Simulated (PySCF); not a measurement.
BGe2H7. Atoms are numbered in the order given.

```xyz
10

B      0.0000     0.0000     0.9233
Ge     1.8096    -0.0026    -0.0731
H      2.9376    -0.7481     0.6743
H      2.2451     1.4806    -0.2012
H      1.7147    -0.5692    -1.5068
Ge    -1.8096     0.0026    -0.0731
H     -2.2451    -1.4806    -0.2012
H     -1.7147     0.5692    -1.5068
H     -2.9376     0.7481     0.6743
H      0.0000     0.0000     2.1293
```
Charge 0, spin multiplicity 1.

Geometry: B3LYP-D3(BJ)/def2-SVP. This is a generated structure with no PubChem entry under its InChIKey; it may be hypothetical.

All values below come from TDDFT-LC-ωPBE/def2-SVPD (PySCF).

Vertical excitations. Gas-phase values at a fixed geometry. State labels are in the subgroup C2.

Computed UV-visible absorptions:
```csv
state,symmetry,energy (eV),λ (nm),f,main pairs
S1,A,3.66,339,0.000,HOMO→LUMO 95 %
S2,B,4.65,267,0.003,HOMO−1→LUMO 84 %
S3,A,6.83,181,0.008,HOMO−3→LUMO 95 %
S4,B,6.98,178,0.145,HOMO−2→LUMO 96 %
S5,B,7.21,172,0.002,HOMO−5→LUMO 83 %
S6,A,7.22,172,0.013,HOMO−4→LUMO 95 %
S7,B,7.86,158,0.093,HOMO→LUMO+1 88 %
S8,A,8.34,149,0.009,"HOMO→LUMO+2 61 %, HOMO→LUMO+5 26 %"
S9,B,8.36,148,0.444,"HOMO→LUMO+3 42 %, HOMO→LUMO+6 36 %"
S10,B,8.58,145,0.014,HOMO→LUMO+4 84 %
T1,A,2.84,436,0,HOMO→LUMO 93 %
T2,B,3.78,328,0,"HOMO−1→LUMO 78 %, HOMO−5→LUMO 16 %"
T3,B,6.27,198,0,HOMO−2→LUMO 90 %
T4,A,6.41,193,0,HOMO−4→LUMO 90 %
```
Triplets are in the Tamm–Dancoff approximation, which puts them higher than full response would, so one can lie above its singlet here.
